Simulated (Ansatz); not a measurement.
Consider the cleavage of the Si–Si bond: `F[SiH](F)[SiH](F)F` + `[OH][GeH3]` → `F[SiH](F)[O][GeH3]` + `F[SiH2]F`.

Calculated with Ansatz (gas phase, PBE0-D4/def2-TZVP geometries, no zero-point term in ΔE). CBS: MP2 limit from def2 TZ/QZ plus the TZ coupled-cluster correction, frozen cores. This one scheme is used for every species. DFT in def2-TZVPP. B3LYP here is the variant with VWN-RPA as its local correlation; programs differ in this. For Ge outer-core shells are correlated without core-valence functions, which leaves a few kJ/mol of doubt a bond. Scalar relativity is left out up to krypton. Each species was taken in one conformer, which may not be the lowest.

`F[SiH](F)[SiH](F)F`:

Z-matrix (Å, degrees):
```
Si
F 1 1.591
Si 1 2.360 2 108.1
F 1 1.588 2 107.9 3 -118.1
H 1 1.480 2 107.9 3 125.2
F 3 1.588 1 109.3 2 -69.3
F 3 1.591 1 108.1 2 173.5
H 3 1.480 1 115.3 2 52.8
```

`[OH][GeH3]`:

Cartesian coordinates in Å:
```
O 0.261 0.224 -1.328
Ge -0.072 -0.244 0.360
H 0.293 1.175 -1.449
H -0.081 -1.774 0.333
H -1.436 0.321 0.801
H 1.036 0.298 1.283
```

`F[SiH](F)[O][GeH3]`:

Cartesian coordinates in Å:
```
F -0.501 -1.739 -1.531
Si -1.211 -0.888 -0.395
F -2.020 0.247 -1.153
O -0.132 -0.251 0.596
Ge 1.247 0.886 0.539
H -2.150 -1.746 0.333
H 2.318 0.267 1.442
H 1.715 1.002 -0.917
H 0.733 2.222 1.085
```

`F[SiH2]F`:

Cartesian coordinates in Å:
```
F -0.506 -0.315 -1.435
Si 0.001 0.049 0.022
F 0.487 -1.289 0.720
H 1.153 0.961 -0.098
H -1.134 0.593 0.790
```

```tsv
level	ΔE (kJ/mol)	difference from CCSD(T)/CBS
PBE-D4	-148.1	33.8
r2SCAN-D4	-174.1	7.8
PBE0-D4	-161.8	20.1
B3LYP-D4	-173.7	8.2
r2SCAN	-174.0	7.9
HF/def2-TZVPP	-205.3	-23.4
CCSD/def2-TZVPP	-187.5	-5.6
HF/def2-QZVPP	-207.4	-25.5
SCS-MP2/def2-QZVPP	-191.3	-9.4
CCSD/CBS(def2)	-185.0	-3.1
CCSD(T)/CBS	-181.9	0
```

Largest T1 diagnostic among the species: 0.013.

In def2-TZVPP, CCSD(T) changes the Hartree–Fock value by +20.8 kJ/mol (the triples alone add +3.1 kJ/mol) and MP2 by +13.8 kJ/mol. From PBE to PBE0 (25 % exact exchange), in def2-TZVPP and without D4, ΔE moves by −13.7 kJ/mol.

CCSD(T)/CBS has its own doubt, a few kJ/mol and more with outer-core shells, so smaller differences from it don't rank the levels.
